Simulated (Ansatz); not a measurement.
A nudged elastic band was laid between two geometries of AlBClH5Si (9 atoms, charge 0, multiplicity 1).

Computed with Ansatz 0.2.0, RKS PBE-D4/def2-SVP.

| Item | Value |
| --- | --- |
| movable images | 5 |
| climbing image | yes |
| spring | 5.0 eV/Å² |
| optimiser | quadratic models (default) |
| start path | through a guess of the saddle point |
| force threshold | 0.03 eV/Å |
| iteration limit | 60 |
| end points | relaxed |

Image 0:

```xyz
9
Properties=species:S:1:pos:R:3
Si -0.579 1.497 -0.826
Al 0.979 -0.144 0.164
B 0.244 -2.054 0.734
Cl -0.480 -2.091 2.353
H -1.529 0.860 -1.811
H -1.430 2.094 0.272
H 0.111 2.641 -1.529
H 2.484 0.312 0.505
H 0.199 -3.115 0.137
```

Image 6:

```xyz
9
Properties=species:S:1:pos:R:3
Si -0.588 1.511 -0.802
Al 0.909 -0.051 0.390
B 0.155 -1.928 1.041
Cl 0.262 -3.216 -0.173
H -1.652 0.788 -1.592
H -1.309 2.373 0.210
H 0.133 2.443 -1.745
H 2.457 0.344 0.583
H -0.367 -2.263 2.089
```

Problem. Which bonds break or form, and what moves?

Solution. No bond is made or broken. The dihedral H8–Al2–B3–Cl4 goes from 89 to -89°.

Problem. Give the energies along the band, and the barrier.

Solution. The forces met the threshold. The highest image is number 3 of 0 to 6, 0.102 eV above the ends, which have the same energy within 2 meV. A vibrational analysis at the climbing image gives one clearly imaginary mode, 81i cm⁻¹: a first-order saddle point.

| image | path coordinate (Å) | energy (eV) | dihedral H8–Al2–B3–Cl4 (°) |
| --- | --- | --- | --- |
| 0 | 0.00 | 0.000 | 89 |
| 1 | 0.86 | 0.023 | 115 |
| 2 | 1.72 | 0.075 | 147 |
| 3 | 2.58 | 0.102 | -179 |
| 4 | 3.77 | 0.052 | -133 |
| 5 | 4.95 | 0.001 | -92 |
| 6 | 6.14 | -0.001 | -89 |

Problem. What is the geometry of the highest image?

Solution. 
```xyz
9
Properties=species:S:1:pos:R:3
Si -0.516 1.433 -0.835
Al 1.047 -0.023 0.399
B 0.254 -1.956 0.964
Cl -1.400 -2.288 0.448
H -1.079 0.717 -2.041
H -1.699 1.783 0.041
H 0.076 2.733 -1.320
H 2.540 0.460 0.752
H 0.777 -2.860 1.592
```

Problem. What are the harmonic wavenumbers there?

Solution. 81i, 43, 57, 204, 277, 365, 423, 426, 509, 615, 625, 816, 823, 898, 905, 994, 1843, 2123, 2133, 2148, 2544 cm⁻¹.

Time of the run: 2.9 min on 2 threads of Arm Neoverse V1, on a shared host, peak memory 0.18 GiB.
